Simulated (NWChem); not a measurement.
AlH₂OCl; SMILES [OH][AlH][Cl]

```xyz
5

Al    -0.5357     0.5412     0.0000
H     -2.0723     0.8467     0.0000
Cl     0.1851    -1.4358     0.0000
O      0.5481     1.8400     0.0000
H      1.5058     1.8066     0.0000
```
Atoms are numbered in this order, from 1.

The geometry was optimised at PBE0/def2-SVP.

Symmetry labels are those of Cs in the frame above (b1 and b2, or b-type labels, depend on it).

Problem. List the 4 lowest vertical singlet excitations from B3LYP/def2-SVPD, TDA (NWChem).

Solution. 
```
state  energy (eV)  oscillator strength  symmetry  leading excitation (squared amplitude)
-----  -----------  -------------------  --------  --------------------------------------
S1            6.71                0.004        a"                      HOMO → LUMO (0.98)
S2            7.07                0.020        a'                    HOMO → LUMO+1 (0.63)
S3            7.20                0.001        a"                  HOMO−1 → LUMO+1 (0.96)
S4            7.25                0.009        a"                    HOMO−2 → LUMO (0.92)
```
